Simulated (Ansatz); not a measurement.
Correlation energies of C2H7ClSi, SMILES `[SiH3]CCCl` by basis set

Cartesian coordinates in Å:
```
Si -0.110 0.777 1.314
C 0.348 0.342 -0.462
C -0.172 -1.010 -0.881
Cl 0.272 -1.409 -2.572
H 0.453 -0.230 2.253
H 0.432 2.117 1.657
H -1.589 0.795 1.475
H -0.048 1.119 -1.122
H 1.437 0.372 -0.556
H 0.237 -1.812 -0.267
H -1.260 -1.060 -0.838
```

Total charge 0; spin multiplicity 1. The geometry is a stationary point of PBE0-D4/def2-TZVP. It is one conformer, not always the lowest. Frozen core, restricted reference, Ansatz 0.2.0. CBS rows extrapolate triple and quadruple zeta; past MP2 they add the triple-zeta difference.

```
     basis     HF (Eh)  MP2 corr.  CCSD corr.       (T)  CCSD(T) total
  def2-SVP  -827.94653   -0.52530    -0.58567  -0.01558     -828.54778
def2-TZVPP  -828.29679   -0.67061    -0.72949  -0.02866     -829.05494
def2-QZVPP  -828.32252   -0.72162           –         –              –
 CBS(def2)  -828.32606   -0.75941    -0.81828     as TZ     -829.17300
```
